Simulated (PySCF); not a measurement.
From one molecule to another.

First species: C5H8BF3O2.
Structure used (PBE0-D3(BJ)/def2-SVP), in Å, numbered top down from 1:
```xyz
19
C5H8BF3O2 angstrom
F      3.749   -0.411   -0.390
C      2.583   -0.594    0.242
F      2.377   -1.903    0.332
F      2.729   -0.122    1.490
C      1.479    0.134   -0.484
C      0.129    0.084    0.208
C     -0.869    1.052   -0.410
C     -2.237    0.841    0.208
O     -2.636   -0.510    0.131
B     -1.701   -1.493    0.107
O     -0.364   -1.240    0.150
H      1.400   -0.288   -1.497
H      1.808    1.179   -0.577
H      0.274    0.349    1.271
H     -0.921    0.874   -1.498
H     -0.538    2.092   -0.261
H     -2.999    1.449   -0.303
H     -2.229    1.153    1.268
H     -2.067   -2.638    0.037
```

Second species: CH₉NSeSi₂.
Bonds: N1–C2, C2–Si3, Si3–Se4, Se4–Si5. Hydrogens: H6, H7 on N1; H8, H9 on C2; H10, H11 on Si3; H12, H13, H14 on Si5.

Levels: CAM-B3LYP/def2-SVPD for HOMO energy, LUMO energy, HOMO–LUMO gap and static isotropic polarisability; TDDFT CAM-B3LYP/def2-SVPD for lowest singlet excitation; TDA CAM-B3LYP/def2-SVPD for lowest triplet excitation (Tamm–Dancoff). Geometries: PBE0-D3(BJ)/def2-SVP. All species are isolated and taken at one optimised geometry, non-relativistic unless stated. Electronic properties by PySCF.

The conformers computed, where there is a choice (atom-mapped SMILES and torsion angles):
- `[NH2:1][CH2:2][SiH2:3][Se:4][SiH3:5]`: N1–C2–Si3–Se4 -52°, C2–Si3–Se4–Si5 -142°, H–N1–C2–Si3 -58°, H–N1–C2–Si3 61°

The conformers of `FC(F)(F)C[C@H]1CCOBO1` aren't listed.

Values for the first species:

```
HOMO energy                              : -10.18 eV
LUMO energy                              : 0.83 eV
HOMO–LUMO gap                            : 11.01 eV
Lowest singlet excitation                : 7.97 eV
Lowest triplet excitation (Tamm–Dancoff) : 7.26 eV
Static isotropic polarisability          : 78.9 au
```

**Question.** Estimate the same properties for the second species, and the change in each.

**Answer.** 
| property | first | second | second less first |
| --- | --- | --- | --- |
| HOMO energy | -10.18 eV | -8.02 eV | +2.16 eV |
| LUMO energy | 0.83 eV | 0.41 eV | -0.42 eV |
| HOMO–LUMO gap | 11.01 eV | 8.43 eV | -2.58 eV |
| lowest singlet excitation | 7.97 eV | 5.32 eV | -2.65 eV |
| lowest triplet excitation (Tamm–Dancoff) | 7.26 eV | 5.00 eV | -2.26 eV |
| static isotropic polarisability | 78.9 au | 107.2 au | +28.3 au |

On the first: No computed singlet falls in the visible range (750 to 380 nm, 1.65 to 3.26 eV); S1 lies 4.71 eV above its blue end. The polarisability is 11.69 Å³ as a volume (1 au = 0.148185 Å³), or 0.92 au for each of the 86 electrons.

On the second: The principal polarisabilities are 87.9, 100.9 and 132.7 au; their mean is the isotropic value. S1 lies 3.11 eV below the HOMO–LUMO gap; its leading configuration is HOMO→LUMO, weight 0.62. Relativistic effects, spin–orbit coupling among them, are left out although an element past zinc is present.
